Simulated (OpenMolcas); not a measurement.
**Computed transition rates of Ru**

| Item | Value |
| --- | --- |
| Program | OpenMolcas |
| Method | MS-CASPT2, IPEA 0.25 Eh, imaginary shift 0.1 Eh (closed shells correlated: 4s 4p) |
| Basis | ANO-RCC-VTZP [7s6p4d2f1g] |
| Scalar Hamiltonian | DKH2, point nucleus |
| Active space | 8 electrons in 6 orbitals (4d 5s) |
| State averaging | 2S+1 = 5 even, 15 roots; 2S+1 = 3 even, 75 roots kept (CI in the orbitals of an earlier block); 2S+1 = 1 even, 57 roots kept (CI in the orbitals of an earlier block) |
| Spin-orbit coupling | state interaction with AMFI integrals over the reference wave functions, term energies averaged over their components |

Rates come from the transition moments of the reference wave functions (E1 and E2 in the length form). At fixed line strength A goes as λ^-3 for E1 and M1 and as λ^-5 for E2, so a rate at the computed wavelength can be rescaled to the measured one. Measured vacuum wavelengths follow from level energies in NIST Handbook of Basic Atomic Spectroscopic Data. Branching counts decays inside the model space alone, at computed energies, and the table is only a selection of the E2 and M1 lines, drawn from those between levels with measured partners whose computed energy lies within a factor of 1.5 of the measured one.

```csv
Upper,Lower,Type,λ computed (nm),λ measured (nm),A computed (s-1),A rescaled (s-1),Branching %
4d⁷ 5s ⁵F₁,4d⁷ 5s ⁵F₂,M1,24240,25490,7.50e-03,6.45e-03,100.0
4d⁶ 5s² ⁵D₂,4d⁶ 5s² ⁵D₃,M1,16000,20740,1.55e-02,7.12e-03,88.6
4d⁷ 5s ⁵F₂,4d⁷ 5s ⁵F₃,M1,15230,16080,2.72e-02,2.31e-02,100.0
4d⁷ 5s ⁵F₃,4d⁷ 5s ⁵F₄,M1,10600,11100,5.99e-02,5.22e-02,100.0
4d⁶ 5s² ⁵D₃,4d⁶ 5s² ⁵D₄,M1,9121,9155,4.54e-02,4.49e-02,95.7
4d⁷ 5s ⁵F₄,4d⁷ 5s ⁵F₅,M1,8269,8399,6.90e-02,6.58e-02,100.0
4d⁷ 5s ⁵P₃,4d⁷ 5s ⁵F₅,E2,1072,1140,2.53e-02,1.86e-02,58.3
```

The largest correction is for 4d⁶ 5s² ⁵D₂ → 4d⁶ 5s² ⁵D₃ (M1): 1.55e-02 × (16000 / 20740)^3 = 7.12e-03 s-1, a factor of 0.46.

The computed rate and branching of 4d⁷ 5s ⁵F₄ → 4d⁷ 5s ⁵F₅ give the upper level a radiative lifetime of 1.000 / 6.90e-02 s-1 = 1.45e+01 s, counting decays inside the model space alone. The rescaled rate gives about 1.5e+01 s.

The computed order of these levels differs from the measured one in 1 place, and where term gaps are wrong the rates of spin-changing lines can be off by large factors.

No measured rate stands beside these. Rescaling mends the energy factor alone: line strengths can still be far off where a level mixes with configurations outside the active space, and weak or spin-changing lines hang on small mixing coefficients that depend on the term gaps too, so rescaling need not improve them.

Term energies are means over components that CASPT2 splits; among the terms shown or strongly mixed into the levels shown the widest spread is 1100 cm-1 (4d⁷ 5s ⁵F). Blocks of more than 70 roots (2S+1 = 3 even) ran without multistate coupling. Configurations are named by rounded mean occupations; where the s occupation lies near a half they are strongly mixed, a name can repeat and a true partner stay unpaired. A single d shell beside an s shell can misplace configurations of different d count against each other. Computed and measured levels are paired by configuration, term and J; levels that our copy of the source lacks, or whose pairing is in doubt (as where it misses far off the trend of its configuration), stay unpaired. Only configurations of the active space appear.
